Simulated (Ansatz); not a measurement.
**A cut through the energy surface**

Si2H5ClO (SMILES [SiH3]O[SiH2]Cl), closed shell, at its PBE0-D4/def2-TZVP minimum:

```tsv
atom	x (Å)	y (Å)	z (Å)
Si1	0.3970	1.4858	0.3202
O2	-0.5195	0.1293	0.1795
Si3	-0.5743	-1.4122	-0.3124
Cl4	1.2590	-2.3013	-0.0580
H5	0.9264	1.8794	-1.0104
H6	1.5257	1.2397	1.2505
H7	-0.4754	2.5589	0.8520
H8	-1.5533	-2.1443	0.5153
H9	-0.8971	-1.4815	-1.7538
```

The bond length Si1–H5 (1.485 Å at the minimum) is set to the values below, with the rest relaxed at PBE0-D4/def2-TZVP at each step. Each method's energies count from its own value at the PBE0-D4 minimum structure. Computed with Ansatz 0.2.0 (basis: def2-TZVPP); correlated methods freeze the cores. B3LYP uses VWN-RPA correlation.

CCSD(T) energies along the scan:
```
bond length (Å)  CCSD(T) (kcal/mol)
          1.277               11.57
          1.321                6.55
          1.385                2.14
          1.460                0.07
          1.543                0.76
          1.632                3.90
          1.727                9.04
          1.827               15.64
          1.931               23.17
```
They count from the CCSD(T) energy at the PBE0-D4 minimum.

Minimum and curvature along this coordinate at CCSD(T): A fifth-order fit through the nearest points gives 1.480 Å, with a curvature of about 18 eV/Å².

Largest difference from the CCSD(T) curve over the scan: PBE-D4 3.42; PBE0-D4 1.14; B3LYP-D4 1.39; MP2 1.65 kcal/mol. Each curve counts from its own value at the minimum.

The T1 diagnostic stays at or below 0.012.

For scale, one of the runs: CCSD(T)/def2-TZVPP, 227 basis functions (an equivalent command: `ansatz run in.yaml --threads 4`). Time: 21 s of wall clock on 4 CPU threads; the host was shared. Peak host memory: 3.7 GiB.
